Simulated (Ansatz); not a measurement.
BGeH5 (SMILES [BH2][GeH3]) moved off its minimum; all values from Ansatz (a program for electronic structure), cores frozen in correlated methods.
(charge 0, multiplicity 1)
```xyz
7

B     -1.6952    -0.1165    -0.3869
Ge     0.3200     0.0316     0.0932
H      1.1581    -1.1721    -0.4072
H      0.8979     1.2903    -0.5435
H      0.5105     0.0886     1.6049
H     -2.3935     0.7751    -0.0359
H     -2.1414    -1.0182    -0.9663
```

Q: Give the forces (eV/Å), the total energy and the dipole at CCSD(T)/cc-pVTZ.

A: 
```tsv
atom	Fx	Fy	Fz
B1	0.454	0.552	0.446
Ge2	-0.056	-0.604	-0.328
H3	-0.005	0.040	-0.013
H4	0.175	0.383	-0.100
H5	0.028	0.123	0.407
H6	-0.236	0.070	-0.018
H7	-0.360	-0.564	-0.393
```
Energy -2103.2406 hartree, dipole 0.54 D.
